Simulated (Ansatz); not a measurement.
Geometry optimisation, Ansatz 0.2.0, RKS BLYP-D4/def2-mTZVP.

Input file:

```yaml
crystal:
  periodic: [false, false, false]
  atoms:
    - { symbol: Ti, position_ang: [-0.250741, 0.347309, 0.733536] }
    - { symbol: "N", position_ang: [1.492518, -0.394964, -0.409428] }
    - { symbol: "N", position_ang: [-1.288006, -0.165792, -0.722803] }
    - { symbol: H, position_ang: [-0.635588, -0.64889, -1.345113] }
    - { symbol: Cl, position_ang: [-0.629049, 2.519686, 1.119662] }
    - { symbol: Cl, position_ang: [-0.629361, -0.903022, 2.548664] }
    - { symbol: H, position_ang: [2.02721, 0.285852, -0.964195] }
    - { symbol: H, position_ang: [2.159498, -0.994346, 0.089649] }
    - { symbol: H, position_ang: [-2.246381, -0.045734, -1.049972] }
basis:
  gaussian: { orbitals: def2-mTZVP }
hamiltonian:
  xc: blyp
  dispersion: d4
relax:
  f_tol: 0.03
  max_steps: 50
```

Launched with:

```bash
$ ansatz run input.yaml --threads 4 --pin off --max-ram 5120MiB --backend cpu --events-out ev --progress --plain --runs-dir out
```

Where does it end, and by what steps?

The run converged. After 8 steps the energy has fallen by 0.912 eV; H4 moved furthest, 0.60 Å.

```tsv
step	energy less start (eV)	largest force component (eV/Å)	accepted
0	0.0000	2.195	yes
1	-0.7032	0.750	yes
2	-0.8126	0.467	yes
3	-0.8841	0.352	yes
4	-0.8878	0.550	yes
5	-0.9083	0.125	yes
6	-0.9111	0.037	yes
7	-0.9101	0.040	no
8	-0.9117	0.004	yes
```

```xyz
9
Properties=species:S:1:pos:R:3
Ti -0.141 0.255 0.547
N 1.575 -0.166 -0.112
N -1.348 -0.266 -0.815
H -1.107 -0.695 -1.709
Cl -0.331 2.470 0.880
Cl -0.568 -0.937 2.404
H 2.191 0.501 -0.584
H 2.091 -1.017 0.129
H -2.362 -0.145 -0.739
```

Whether the end is a true minimum wasn't checked by a vibrational analysis.

Time of the run: 31 s on 4 threads of Arm Neoverse N1, with other jobs on the host, peak memory 0.2 GiB.
